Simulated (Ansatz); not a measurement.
A run for Ansatz (an electronic-structure program): U-CCSDT(Q)/cc-pV(D+d)Z on P2 (SMILES P#P), 2S+1 = 3, a spin state set in the input, which need not be the lowest. Files ending in .json are basis or fitting sets from the Basis Set Exchange.

Ansatz 0.2 input:
```yaml
crystal:
  periodic: [false, false, false]
  atoms:
    - {symbol: P, position_ang: [-0.00000000, -0.00000000, -1.03508914]}
    - {symbol: P, position_ang: [0.00000000, 0.00000000, 1.03508914]}
basis:
  gaussian:
    orbitals: cc-pV_D+d_Z.json
magnetization: {spin_polarized: true, initial_magnetization: 2}
correlation: {method: ccsdt_q, electrons: outside_noble_gas}
scf: {omitted_lower_state_checks: [cluster_reference]}
```

Output:

```
WARN ansatz: RAYON_NUM_THREADS=2 ignored (pool sized by the plan → 2); use --threads N
Functional definition: HF
these checks for a lower state are left out or cut short: cluster_reference
integrals: 0.03 GiB planned
793 factors; integrals over basis functions are off by at most 1.1e-7 eV
mean field: 0.15 GiB planned
mean field evaluation 1: about -18540.8187 eV, gradient 5.6e0 eV
mean field evaluation 2: about -18541.0234 eV, gradient 6.2e0 eV
mean field evaluation 4: about -18541.4484 eV, gradient 9.4e-1 eV
mean field evaluation 8: about -18541.4662 eV, gradient 6.8e-3 eV
mean field evaluation 16: about -18541.5956 eV, gradient 8.5e-1 eV
mean field evaluation 32: about -18542.4518 eV, gradient 9.7e-1 eV
mean field evaluation 64: about -18540.9270 eV, gradient 1.5e-1 eV
mean field evaluation 96: about -18540.8187 eV, gradient 5.6e0 eV
mean field evaluation 128: about -18542.2529 eV, gradient 2.3e-6 eV
mean field evaluation 160: about -18542.2529 eV, gradient 1.2e-6 eV
mean field evaluation 192: about -18540.6919 eV, gradient 1.0e0 eV
mean field evaluation 224: about -18542.4953 eV, gradient 3.0e-1 eV
mean field evaluation 256: about -18542.2529 eV, gradient 4.7e-4 eV
mean field evaluation 288: about -18542.5000 eV, gradient 9.7e-7 eV
mean field -18542.50001683 eV, -681.4243070604 hartree, gradient 9.7e-7 eV, S^2 2.553947; 16 other end points of the search recorded, 0 dependent functions left out
10 core orbitals not correlated
reference -18542.50001683 eV, -681.4243070604 hartree; 6, 4 occupied and 30, 32 virtual orbitals, 793 factors
second order -4.25684447 eV of doubles, -0.00000000 eV of singles
coupled cluster: 0.28 GiB planned
cycle   1  -4.93003426 eV  change   -6.7e-1 eV  update   1.0e-1
cycle   2  -5.44237416 eV  change   -5.1e-1 eV  update   6.1e-2
cycle   3  -5.64974983 eV  change   -2.1e-1 eV  update   5.2e-2
cycle   4  -5.82917111 eV  change   -1.8e-1 eV  update   4.2e-2
cycle   5  -5.94919847 eV  change   -1.2e-1 eV  update   2.8e-2
cycle   6  -5.98235156 eV  change   -3.3e-2 eV  update   2.1e-2
cycle   7  -6.00284105 eV  change   -2.0e-2 eV  update   1.9e-2
cycle   8  -6.08621184 eV  change   -8.3e-2 eV  update   1.8e-2
cycle   9  -6.12369676 eV  change   -3.7e-2 eV  update   1.5e-2
cycle  10  -6.20492545 eV  change   -8.1e-2 eV  update   1.1e-2
cycle  11  -6.16768828 eV  change    3.7e-2 eV  update   7.3e-3
cycle  12  -6.20264206 eV  change   -3.5e-2 eV  update   8.3e-3
cycle  13  -6.21484346 eV  change   -1.2e-2 eV  update   5.7e-3
cycle  14  -6.23798708 eV  change   -2.3e-2 eV  update   3.7e-3
cycle  15  -6.23958172 eV  change   -1.6e-3 eV  update   1.4e-3
cycle  16  -6.24139845 eV  change   -1.8e-3 eV  update   7.4e-4
cycle  17  -6.24323107 eV  change   -1.8e-3 eV  update   4.0e-4
cycle  18  -6.24199808 eV  change    1.2e-3 eV  update   2.3e-4
cycle  19  -6.24209296 eV  change   -9.5e-5 eV  update   1.3e-4
cycle  20  -6.24217860 eV  change   -8.6e-5 eV  update   6.1e-5
cycle  21  -6.24210406 eV  change    7.5e-5 eV  update   3.3e-5
cycle  22  -6.24212122 eV  change   -1.7e-5 eV  update   2.0e-5
cycle  23  -6.24212872 eV  change   -7.5e-6 eV  update   1.2e-5
cycle  24  -6.24214303 eV  change   -1.4e-5 eV  update   7.4e-6
cycle  25  -6.24214353 eV  change   -5.0e-7 eV  update   5.0e-6
cycle  26  -6.24213650 eV  change    7.0e-6 eV  update   3.0e-6
cycle  27  -6.24213425 eV  change    2.3e-6 eV  update   1.5e-6
cycle  28  -6.24213497 eV  change   -7.2e-7 eV  update   8.1e-7
cycle  29  -6.24213774 eV  change   -2.8e-6 eV  update   5.0e-7
cycle  30  -6.24213955 eV  change   -1.8e-6 eV  update   2.9e-7
cycle  31  -6.24213917 eV  change    3.8e-7 eV  update   2.4e-7
cycle  32  -6.24213952 eV  change   -3.6e-7 eV  update   1.3e-7
coupled cluster: 0.28 GiB planned
perturbative correction -0.16838554 eV, -0.0061880545 hartree
WARN: these amplitudes may be one of several solutions (largest doubles amplitude 0.88, level shift 0.00 eV)
Total energy: -18548.91054189 eV, -681.6598895113 hartree
Checks for a lower state left out: cluster_reference
```

The run converged. Its determinant has ⟨S²⟩ = 2.55, a mixture of spin states.

Warnings raised: other roots.

Cost: roughly 22 core-seconds.
